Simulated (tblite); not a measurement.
Species: C6H12N (doublet state).
Numbering: `[CH3:1][CH2:2][N:3]1[CH2:4][CH2:5][C:6]1[CH3:7]` (hydrogens: H8, H9, H10 on C1; H11, H12 on C2; H13, H14 on C4; H15, H16 on C5; H17, H18, H19 on C7)

Cartesian coordinates in Å at the GFN2-xTB level; atoms count from 1:
```xyz
19
C6H12N angstrom
C      2.428    0.348   -0.724
C      1.050   -0.228   -1.033
N      0.147    0.021    0.057
C      0.259   -0.632    1.354
C     -1.273   -0.587    1.476
C     -1.253   -0.151    0.035
C     -2.198    0.734   -0.690
H      2.347    1.409   -0.504
H      2.861   -0.153    0.138
H      3.092    0.213   -1.573
H      1.142   -1.309   -1.238
H      0.633    0.251   -1.923
H      0.821   -0.041    2.081
H      0.677   -1.643    1.305
H     -1.755   -1.543    1.681
H     -1.643    0.153    2.192
H     -3.188    0.280   -0.709
H     -2.293    1.722   -0.219
H     -1.864    0.884   -1.715
```

Calculated harmonic vibrations of the isolated species, GFN2-xTB (tblite), most abundant isotopes, no scaling. Errors from tens to a few hundred cm⁻¹ against measured bands are possible. One conformer, not necessarily the lowest. Open shells enter through the occupations alone, without spin polarisation, and single modes of such species can be off by tens of per cent.

Harmonic wavenumbers (cm⁻¹): 59.9, 90.2, 134.3, 153.0, 194.2, 246.8, 286.4, 374.9, 444.2, 633.9, 781.6, 803.8, 826.8, 946.0, 963.7, 1004.5, 1029.6, 1038.6, 1064.7, 1080.2, 1096.3, 1142.2, 1152.9, 1192.6, 1215.5, 1239.0, 1260.9, 1300.5, 1329.6, 1389.4, 1404.1, 1412.0, 1459.9, 1469.0, 1475.5, 1481.1, 1485.5, 1492.1, 1501.5, 2803.3, 2851.2, 2900.1, 2913.7, 2958.0, 2964.8, 2971.4, 3009.7, 3020.9, 3039.0, 3045.2, 3046.5.

A = 4320, B = 1963, C = 1463 MHz; mass 98.097 u (most abundant isotopes); point group C1, symmetry number 1; spin multiplicity 2.

Problem. What is the zero-point energy?

Solution. Half the sum of the wavenumbers: 36590 cm⁻¹ = 437.72 kJ/mol.

Problem. What is S at 298.15 K and 1 bar for an ideal gas of classical rigid rotors and harmonic oscillators?

Solution. Translation 166.05, rotation 115.69, vibration 96.57, spin (R ln 2) 5.76: S = 384.1 J/(mol K).

Problem. And Cp and H(298.15 K) − H(0)?

Solution. Cp = 133.93 J/(mol K), of which vibrations give 100.67 (their classical limit is 51 R = 424.0); H(298.15 K) − H(0) = 25.16 kJ/mol without the zero-point energy, 15.24 from vibrations.

Problem. Blend soft modes into free rotors: weight 1/[1 + (100 cm⁻¹/ν̃)⁴] for the oscillator and the rest for a rotor with moment μB/(μ + B), μ = h/(8π²ν), B = 10⁻⁴⁴ kg m². What vibrational entropy results?

Solution. 90.36 J/(mol K) in place of 96.57, which changes −T·S at 298.15 K by +1.85 kJ/mol.

Problem. What must be added to the electronic energy to get the Gibbs energy at 298.15 K and 1 bar?

Solution. ZPE + [H(298.15 K) − H(0)] − T·S = 437.72 + 25.16 − 114.51 = 348.37 kJ/mol.

Hindered rotation and anharmonicity are outside this model. Other conformers, if any are populated, would add a mixing term that is left out. The structure is chiral; the term R ln 2 for an equal mix with its mirror image is left out.
